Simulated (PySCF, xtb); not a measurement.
Protons, H atoms and electrons added to or taken from C[Si](C)(C)O. All species are isolated molecules in the gas phase. One relaxed conformer stands for each flexible species; it need not be the lowest. Strings in code marks are SMILES.

Quantity: gas-phase deprotonation enthalpy at 298 K, in kcal/mol. Thermal and zero-point terms are GFN2-xTB rigid-rotor harmonic values (xtb). Levels without diffuse functions put anions too high.

Case: proton removed from O5: `[O-][Si](C)(C)C`. The other species in the difference include `[Si](C)(O)(C)C` (C–Si–O–H torsion 60°) (neutral, multiplicity 1). Geometry of `C[Si](C)(C)[O-]` (charge -1, multiplicity 1, Å):

```xyz
14

C     -0.9336    -1.4715     0.1024
Si    -0.0696     0.0569    -0.6768
C      1.7424    -0.0909    -0.0567
C     -0.7693     1.5301     0.3381
O     -0.2295     0.1877    -2.2313
H     -0.7980    -1.5271     1.1892
H     -0.5387    -2.3937    -0.3361
H     -2.0085    -1.4445    -0.1042
H      2.2240    -0.9679    -0.5014
H      2.3191     0.7889    -0.3602
H      1.8113    -0.1822     1.0340
H     -1.8390     1.6523     0.1390
H     -0.2729     2.4609     0.0449
H     -0.6377     1.4009     1.4190
```

Question: Predict the gas-phase deprotonation enthalpy at 298 K from B3LYP/3-21G // B3LYP-D3(BJ)/def2-TZVPD (PySCF).

Answer: 376.2 kcal/mol.
